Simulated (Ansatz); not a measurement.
Relaxation of GeH$_{7}$NO$_{2}$Si (12 atoms, charge 0, multiplicity 1), to a largest force component of 0.015 eV/Å in at most 40 steps.

Computed with RHF/def2-SVP (Ansatz 0.2.0).

```xyz
12
Properties=species:S:1:pos:R:3:forces:R:3
N -0.728 1.084 1.980 -2.25 -3.22 1.06
Si -0.517 0.386 0.360 2.81 1.44 1.39
O -0.058 1.606 -0.765 3.40 -0.70 3.25
O 0.784 -0.804 0.483 -3.10 1.73 -1.87
Ge 0.695 -1.698 -1.094 1.34 -1.08 0.35
H -1.705 0.666 2.342 3.33 1.72 -1.02
H -0.023 0.658 2.624 -1.04 0.86 -0.89
H -1.742 -0.191 -0.099 -0.60 -0.36 -0.42
H 0.865 1.920 -0.381 -3.64 -0.82 -1.89
H -0.688 -2.354 -1.278 0.16 0.15 0.10
H 0.997 -0.714 -2.219 -0.08 0.02 -0.07
H 1.797 -2.789 -1.033 -0.32 0.26 0.00
```

Where does it end, and by what steps?

The run converged. The force dipped under the threshold on the way, but the program's further checks kept it going. After 33 steps the energy has fallen by 1.708 eV; H6 moved furthest, 1.24 Å. Parted: Si2–Ge5.

| step | energy less start (eV) | largest force component (eV/Å) | accepted |
| --- | --- | --- | --- |
| 0 | 0.0000 | 3.639 | yes |
| 2 | -1.4153 | 0.814 | yes |
| 4 | -1.6108 | 0.704 | yes |
| 6 | -1.6879 | 0.429 | yes |
| 8 | -1.6974 | 0.140 | yes |
| 10 | -1.7020 | 0.057 | yes |
| 12 | -1.7028 | 0.030 | yes |
| 14 | -1.7034 | 0.038 | yes |
| 16 | -1.7043 | 0.052 | yes |
| 18 | -1.7056 | 0.024 | yes |
| 20 | -1.7063 | 0.041 | yes |
| 22 | -1.7070 | 0.051 | yes |
| 24 | -1.7076 | 0.017 | yes |
| 26 | -1.7076 | 0.028 | no |
| 28 | -1.7080 | 0.013 | yes |
| 30 | -1.7082 | 0.013 | yes |
| 32 | -1.7084 | 0.029 | yes |
| 33 | -1.7085 | 0.013 | yes |

```xyz
12
Properties=species:S:1:pos:R:3
N -0.376 0.864 2.024
Si -0.765 0.407 0.421
O -0.582 1.695 -0.591
O 0.247 -0.821 0.055
Ge 0.859 -1.876 -1.213
H -0.882 1.571 2.520
H 0.061 0.212 2.645
H -2.157 -0.017 0.200
H 0.186 2.234 -0.486
H -0.296 -2.259 -2.147
H 1.950 -1.128 -1.986
H 1.434 -3.114 -0.523
```

Whether the end is a true minimum wasn't checked by a vibrational analysis.

Time of the run: 66 s on 2 threads of Arm Neoverse V2 (shared host), peak memory 0.31 GiB.
